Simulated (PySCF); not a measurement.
## [CuCl5]3-: what the settings change

The complex [CuCl5]3- (charge -3) contains Cu(II), shell d9. The structure is a PBE0-D3(BJ)/def2-TZVP, IEF-PCM water geometry optimised for multiplicity 2; coordination square pyramidal, point group C2v, metal–donor distances 2.36–2.66 Å.

```
6

Cu    0.000    0.000    0.000
Cl    2.360    0.000   -0.176
Cl   -2.360    0.000   -0.176
Cl    0.000   -2.303   -0.495
Cl    0.000    2.303   -0.495
Cl    0.000    0.000    2.660
```

Method (PySCF 2.14, density fitting): CASSCF(9,5) with orbitals averaged over all microstates of the shell, strongly contracted NEVPT2 on the averaged canonical orbitals; basis x2c-TZVPall on the metal, x2c-SVPall elsewhere; spin-free X2C; IEF-PCM water; spin-orbit coupling by state interaction with the mean-field operator over all roots.

Base run: NEVPT2 ground state 2A1, next 2A1 at 7682, then 2A2 at 8200 cm⁻¹, ζ 801 cm⁻¹, g 2.101 2.161 2.666, μeff(300 K) 2.08 μB.

Q: What happens with the basis x2c-TZVPall on all atoms?

A: NEVPT2 ground state 2A1, next 2A1 at 7438, then 2A2 at 8087 cm⁻¹, ζ 801 cm⁻¹, g 2.105 2.162 2.674, μeff(300 K) 2.08 μB. It took 31 s against 11 s on a shared host of the same kind.

Q: What happens with the basis x2c-TZVPall on all atoms?

A: NEVPT2 ground state 2A1, next 2A1 at 7426, then 2A2 at 8080 cm⁻¹, ζ 801 cm⁻¹, g 2.105 2.163 2.675, μeff(300 K) 2.08 μB. It took 27 s against 11 s on a shared host of the same kind.

No frequencies were computed for the optimised geometry. Ligand-hole states mix strongly into such Cu(II) halides; the d shell alone makes them too ionic, overstates g shifts and moments and can put the wrong state lowest. NEVPT2 lifts 2A2 from 5054 to 8200 cm⁻¹; on the d shell alone such lifts tend to overshoot.
